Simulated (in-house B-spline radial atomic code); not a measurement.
Values are calculated unless marked as measured or tabulated.
**Sb ion on Cu atom: potential, deflection and energy transfer**

The pair potential comes from two frozen, spherical free-atom densities (PBE, B-spline radial code, scalar-relativistic past argon): electrostatics plus the change in Thomas-Fermi kinetic and Dirac exchange energy where they overlap, the recipe behind the universal ZBL potential, which averages such potentials (from solid-state densities) over many pairs. It is written V = (Z1 Z2 e²/r) φ(r/a), with e² = 14.3996 eV·Å and a = 0.46850 Å/(Z1^0.23 + Z2^0.23); ZBL's fit is φ = 0.18175 e^(−3.1998x) + 0.50986 e^(−0.94229x) + 0.28022 e^(−0.4029x) + 0.02817 e^(−0.20162x). Where φ falls below 4e-4 it is continued as an exponential.

Masses 121.76 and 63.55 u.

```csv
x = r/a,"φ, this pair","φ, ZBL"
0.1,0.8881,0.8928
0.25,0.7642,0.7647
0.5,0.6139,0.6096
1,0.4217,0.4164
1.5,0.3037,0.2995
2,0.2261,0.2218
3,0.1336,0.1292
4,0.08364,0.08026
5,0.0537,0.05224
6.5,0.02936,0.02914
8,0.01717,0.01705
10,0.008699,0.008778
12,0.004629,0.00474
14.5,0.002304,0.002328
17,0.001221,0.001212
20,0.0005821,0.0005882
```

Task: At x = 5 the electrostatic, kinetic and exchange parts are -339.3, 2791.34 and -187.02 eV. Find r, V and φ.

Result: a = 0.46850/(2.4703 + 2.1695) = 0.10098 Å, so r = 0.50488 Å. V = -339.3 + 2791.34 + (-187.02) = 2265.02 eV. The bare repulsion is 51 × 29 × 14.3996/0.50488 = 42182 eV, so φ = 0.0537, +2.8 % against ZBL's 0.0522. The kinetic (Pauli) term is 123 % of V here, as the other two terms together attract.

Task: The ion comes in at 61.5 keV with impact parameter 0.0505 Å. The scattering integral gives a centre-of-mass angle of 140.1° and a closest approach of 2.171 a. What are the reduced energy, the energy passed on and the laboratory angles?

Result: ε = E a M2/(Z1 Z2 e² (M1 + M2)) = 61500 × 1.6260e-06 = 0.1. The most that one collision can pass on is γE with γ = 4 M1 M2/(M1 + M2)² = 0.9013. Here T = γE sin²(θ/2) = 0.9013 × 61500 × 0.8838 = 48990 eV. The ion turns by arctan(sin θ/(cos θ + M1/M2)) = 29.2°, and the struck atom leaves at (180° − θ)/2 = 19.9°. The closest approach is 0.219 Å. With ZBL the angle would be 139.86° and T = 48910 eV.
